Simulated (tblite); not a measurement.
Compound: C5H11AlF3N.
Numbering: `[NH3+:1][AlH2-:2][C@@:3]1([CH:4]([F:5])[F:6])[CH2:7][CH2:8][C@H:9]1[F:10]` (hydrogens: H11, H12, H13 on N1; H14, H15 on Al2; H16 on C4; H17, H18 on C7; H19, H20 on C8; H21 on C9)

Computed with GFN2-xTB (tblite), gas phase: L-BFGS steps from a force-field or distance-geometry start until the largest atomic force falls under 0.01 eV/Å.

Step 90: E = -939.4201 eV
```
atom  x, y, z in Å  |  force x, y, z in eV/Å
N1      2.7254   -0.0716   -0.0924   -0.007  -0.013   0.042
Al2     1.0184   -1.1274    0.4705    0.062  -0.055  -0.038
C3     -0.3714    0.3970    0.1549    0.032   0.034  -0.016
C4     -0.4274    1.7106    0.8776    0.033   0.014   0.004
F5      0.0620    1.6007    2.1450    0.027  -0.034   0.010
F6     -1.7004    2.1971    1.0390    0.000  -0.015  -0.055
C7     -0.8976    0.4180   -1.3021    0.016   0.037   0.021
C8     -1.8541   -0.7295   -0.9466    0.019   0.052  -0.052
C9     -1.4738   -0.5897    0.5176    0.010   0.078  -0.056
F10    -0.8315   -1.7655    1.0226   -0.020  -0.058   0.013
H11     2.8167    0.9261    0.0797    0.002  -0.011   0.030
H12     3.0225   -0.2673   -1.0444   -0.048   0.008   0.017
H13     3.3559   -0.5575    0.5387    0.017   0.016  -0.028
H14     1.0604   -2.0584   -0.7834   -0.013  -0.032  -0.023
H15     1.5659   -1.5037    1.8749    0.013   0.041   0.035
H16     0.1551    2.5031    0.3782   -0.059   0.017  -0.033
H17    -1.4156    1.3346   -1.5840    0.031   0.005   0.026
H18    -0.1455    0.1744   -2.0581   -0.065   0.003   0.029
H19    -2.9021   -0.5610   -1.1842   -0.023  -0.009   0.058
H20    -1.5362   -1.6874   -1.3549    0.012  -0.029   0.054
H21    -2.2356   -0.3258    1.2509   -0.037  -0.049  -0.038
```

Step 91: E = -939.4230 eV
```
atom  x, y, z in Å  |  force x, y, z in eV/Å
N1      2.7276   -0.0747   -0.0828    0.028   0.002   0.017
Al2     1.0223   -1.1271    0.4745    0.010  -0.015  -0.044
C3     -0.3703    0.3969    0.1420    0.000   0.038  -0.013
C4     -0.4241    1.7076    0.8712    0.074  -0.016   0.010
F5      0.0883    1.5870    2.1288    0.034  -0.021   0.037
F6     -1.6953    2.1861    1.0603    0.002  -0.011  -0.072
C7     -0.9075    0.4205   -1.3106    0.021   0.017   0.006
C8     -1.8578   -0.7314   -0.9522    0.001   0.055  -0.015
C9     -1.4730   -0.5880    0.5111    0.020   0.091  -0.036
F10    -0.8319   -1.7589    1.0234   -0.005  -0.103   0.010
H11     2.8205    0.9189    0.1105   -0.014   0.005   0.026
H12     3.0210   -0.2488   -1.0406   -0.062   0.012   0.018
H13     3.3668   -0.5686    0.5323    0.021  -0.014  -0.006
H14     1.0671   -2.0664   -0.7719   -0.007  -0.036  -0.023
H15     1.5604   -1.4854    1.8860    0.018   0.030   0.042
H16     0.1492    2.5059    0.3707   -0.075   0.024  -0.042
H17    -1.4321    1.3368   -1.5848    0.055  -0.019   0.020
H18    -0.1618    0.1774   -2.0729   -0.065   0.034   0.028
H19    -2.9077   -0.5622   -1.1809   -0.019  -0.035   0.037
H20    -1.5385   -1.6894   -1.3612   -0.006   0.008   0.063
H21    -2.2322   -0.3194    1.2465   -0.033  -0.045  -0.064
```

Step 92: E = -939.4268 eV
```
atom  x, y, z in Å  |  force x, y, z in eV/Å
N1      2.7289   -0.0772   -0.0669    0.120   0.046   0.020
Al2     1.0273   -1.1265    0.4806   -0.060   0.039  -0.032
C3     -0.3693    0.3968    0.1196   -0.031   0.031   0.008
C4     -0.4143    1.7023    0.8601    0.090  -0.043   0.041
F5      0.1413    1.5666    2.1001    0.018   0.012   0.006
F6     -1.6833    2.1685    1.0982    0.070  -0.026  -0.093
C7     -0.9254    0.4256   -1.3252    0.014  -0.002  -0.009
C8     -1.8638   -0.7343   -0.9617   -0.033   0.048   0.041
C9     -1.4709   -0.5852    0.4992    0.038   0.056   0.010
F10    -0.8313   -1.7524    1.0229    0.008  -0.115  -0.016
H11     2.8303    0.9085    0.1673   -0.039  -0.046   0.009
H12     3.0181   -0.2123   -1.0334   -0.078   0.016   0.052
H13     3.3741   -0.5941    0.5246   -0.013  -0.011  -0.036
H14     1.0810   -2.0847   -0.7496    0.002  -0.035  -0.021
H15     1.5509   -1.4513    1.9066    0.016   0.020   0.032
H16     0.1387    2.5097    0.3510   -0.095   0.024  -0.025
H17    -1.4634    1.3390   -1.5842    0.078  -0.024   0.011
H18    -0.1910    0.1901   -2.0997   -0.054   0.057   0.020
H19    -2.9178   -0.5681   -1.1752   -0.006  -0.062   0.003
H20    -1.5425   -1.6917   -1.3727   -0.018   0.043   0.072
H21    -2.2265   -0.3125    1.2379   -0.027  -0.031  -0.095
```

**Question.** Estimate the geometry and energy of step 93. (The exact step hangs on the optimiser's Hessian estimate; all steps are aligned on step 92, rigid shifts and turns removed.)

**Answer.** E = -939.4302 eV, largest force 0.164 eV/Å
```
atom  x, y, z in Å  |  force x, y, z in eV/Å
N1      2.7274   -0.0783   -0.0550    0.153   0.056   0.018
Al2     1.0314   -1.1288    0.4862   -0.110   0.073   0.001
C3     -0.3663    0.3969    0.1026   -0.026  -0.007   0.028
C4     -0.4056    1.6972    0.8521    0.084  -0.055   0.037
F5      0.1782    1.5507    2.0784    0.011   0.045  -0.005
F6     -1.6730    2.1527    1.1209    0.093  -0.032  -0.087
C7     -0.9366    0.4312   -1.3355   -0.006  -0.016  -0.014
C8     -1.8678   -0.7328   -0.9692   -0.060   0.005   0.086
C9     -1.4661   -0.5828    0.4888    0.040  -0.028   0.063
F10    -0.8285   -1.7528    1.0199    0.010  -0.065  -0.060
H11     2.8356    0.8999    0.2072   -0.056  -0.043   0.009
H12     3.0089   -0.1851   -1.0272   -0.075   0.011   0.042
H13     3.3774   -0.6116    0.5164   -0.015  -0.022  -0.039
H14     1.0934   -2.1081   -0.7281    0.013  -0.016  -0.006
H15     1.5453   -1.4189    1.9272    0.003   0.012  -0.007
H16     0.1283    2.5131    0.3365   -0.076   0.023  -0.005
H17    -1.4832    1.3419   -1.5815    0.073   0.011  -0.001
H18    -0.2129    0.2037   -2.1204   -0.023   0.055  -0.002
H19    -2.9257   -0.5686   -1.1662    0.009  -0.070  -0.033
H20    -1.5487   -1.6903   -1.3832   -0.022   0.067   0.071
H21    -2.2206   -0.3122    1.2295   -0.020  -0.006  -0.096
```

The energy changes by -0.0035 eV. The first-order estimate −F·Δx gives -0.0051 eV and the mean of the old and new forces, exact on a quadratic surface, -0.0034 eV. The step makes an angle of 83° with the force vector and moves no atom by more than 0.046 Å.

What follows is the cost of the whole relaxation. Time: 2.0 s wall. Hardware: one thread, Intel Xeon at 2.70 GHz (x86_64), no GPU, shared host.
